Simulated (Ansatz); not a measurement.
`C[SiH2]BO[SiH3]` + `[SiH3]Cl` → `[SiH3]BO[SiH3]` + `C[SiH2]Cl`  (redistribution)

Gas-phase electronic energies from Ansatz, PBE0-D4/def2-TZVP geometries. CCSD(T)/CBS adds triple-zeta CCSD(T) − MP2 to the extrapolated MP2 energy (def2 sets, frozen cores). This one scheme is used for every species. DFT in def2-TZVPP. B3LYP here is the variant with VWN-RPA as its local correlation; programs differ in this. One conformer a species, not always the lowest.

Problem. Is it downhill or uphill in electronic energy at CCSD(T)/CBS, and by how much? (An estimate is asked.)

Solution. Computed: Downhill: ΔE = -0.14 eV.

Problem. What do these levels give: PBE-D4, PBE0-D4, B3LYP-D4, B3LYP, SCS-MP2/def2-TZVPP, CCSD/def2-TZVPP, CCSD(T)/def2-TZVPP, HF/def2-QZVPP, MP2/def2-QZVPP, SCS-MP2/def2-QZVPP, MP2/CBS(def2), CCSD/CBS(def2)? (Best estimate.)

Solution. Computed: PBE-D4 -0.15, PBE0-D4 -0.15, B3LYP-D4 -0.15, B3LYP -0.15, SCS-MP2/def2-TZVPP -0.13, CCSD/def2-TZVPP -0.14, CCSD(T)/def2-TZVPP -0.14, HF/def2-QZVPP -0.14, MP2/def2-QZVPP -0.14, SCS-MP2/def2-QZVPP -0.13, MP2/CBS(def2) -0.14, CCSD/CBS(def2) -0.14 eV.

Largest T1 diagnostic among the species: 0.014.
